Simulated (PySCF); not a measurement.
Does the answer move with the share of exact exchange?

Compound: GeH₆O₂Si.
SMILES: `O[SiH2][O][GeH3]`

Torsions of this conformer, `[OH:1][SiH2:2][O:3][GeH3:4]`: O1–Si2–O3–Ge4 0°, H–O1–Si2–O3 180°.

PySCF, def2-SVPD basis, density fitting, gas phase, PBE0-D3(BJ)/def2-SVP geometry; singlet excitations by full TDDFT with frozen cores, triplets by Tamm–Dancoff TDDFT and ionisation energies by ΔSCF, from the lowest of the holes tried. One functional is left out:

| functional | exact exchange (%) | HOMO energy (eV) | LUMO energy (eV) | lowest singlet excitation (eV) | lowest triplet excitation (eV) | mean polarisability (au) | vertical ionisation energy (eV) |
| --- | --- | --- | --- | --- | --- | --- | --- |
| LDA | 0 | -6.79 | -1.12 | 5.77 | 5.57 | 68.4 | 9.68 |
| PBE | 0 | -6.75 | -0.91 | 5.93 | 5.70 | 67.0 | 9.63 |
| PBE0 | 25 | -8.18 | -0.06 | 6.78 | 6.43 | 63.6 | 10.16 |
| BHandHLYP | 50 | -9.56 | 0.59 | 7.44 | 7.04 | 60.9 | 10.53 |

Task: Predict the row of B3LYP (20 % exact exchange) by straight lines through the other rows, and check it.

Result: 
```json
{"property": "HOMO energy (eV)", "line": "-7.89", "computed": "-7.97", "computed − line": "-0.08", "PBE0 (25 %), for comparison": "-8.18"}
{"property": "LUMO energy (eV)", "line": "-0.33", "computed": "-0.32", "computed − line": "+0.01", "PBE0 (25 %), for comparison": "-0.06"}
{"property": "lowest singlet excitation (eV)", "line": "6.52", "computed": "6.63", "computed − line": "+0.11", "PBE0 (25 %), for comparison": "6.78"}
{"property": "lowest triplet excitation (eV)", "line": "6.22", "computed": "6.33", "computed − line": "+0.11", "PBE0 (25 %), for comparison": "6.43"}
{"property": "mean polarisability (au)", "line": "64.8", "computed": "64.2", "computed − line": "-0.6", "PBE0 (25 %), for comparison": "63.6"}
{"property": "vertical ionisation energy (eV)", "line": "10.02", "computed": "10.14", "computed − line": "+0.12", "PBE0 (25 %), for comparison": "10.16"}
```

Task: Which of these properties follows the share of exact exchange most closely, and which least?

Result: Most closely the HOMO energy, least the mean polarisability; the correlations over the tabulated rows are HOMO energy -1.000, vertical ionisation energy 0.996, lowest triplet excitation 0.995, lowest singlet excitation 0.993, LUMO energy 0.990, mean polarisability -0.980. The HOMO energy moves by -0.559 eV for every 10 %. Functionals with the same share still differ in their other parts: at 0 % LDA and PBE differ by 0.04 eV in it.
